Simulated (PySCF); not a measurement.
Gas-phase reaction: GaI₃ + 2 Cl = GaI + 2 ICl

Energies from PySCF, thermal terms from the rigid-rotor harmonic-oscillator model, ideal gas at 1 bar. † marks an energy on the PBE0/def2-TZVP geometry and frequencies; other levels use their own. MP2 and CCSD(T) freeze the core. Open shells (unrestricted): Cl (multiplicity 2, electronic degeneracy 6); the rest are closed-shell singlets. Spin-orbit splitting is ignored; it lowers the true energy and changes the entropy of Cl. B3LYP is the form with VWN-RPA correlation. I: scalar-relativistic def2 core potential, no spin-orbit coupling. Ga: all electrons, no relativistic terms. MP2 isn't extrapolated to the basis-set limit; its ΔH°(298 K) is 102.4 kJ in def2-SVP and 36.8 kJ in def2-TZVPP. CCSD(T) isn't extrapolated to the basis-set limit; its ΔH°(298 K) is 78.5 kJ in def2-SVP and 24.8 kJ in def2-TZVPP. The harmonic model lacks anharmonicity and excited electronic states, which grow with temperature; levels with a mode under 35 cm⁻¹ are left out. Soft modes under 120 cm⁻¹ make the harmonic entropy rough for GaI₃.

```csv
level,"ΔE electronic, kJ","ΔH°(298 K), kJ","ΔS°(298 K), J/K","ΔG°(1400 K), kJ"
B3LYP/def2-TZVP†,-48,-51,32,-82
BLYP/def2-TZVP†,-84,-87,32,-118
CCSD(T)/def2-TZVPP†,28,25,32,-6
HF/def2-TZVP†,146,143,32,112
M06-2X/def2-TZVP†,-2,-5,32,-36
MP2/def2-TZVPP†,40,37,32,6
PBE/def2-SVP,-41,-44,32,-76
PBE0/def2-SVP†,17,14,32,-17
PBE0/def2-TZVP,-22,-25,32,-56
ωB97M-V/def2-TZVP†,-33,-37,32,-67
```
ΔH° is lowest at BLYP/def2-TZVP† and highest at HF/def2-TZVP†. No reference value is set beside these.
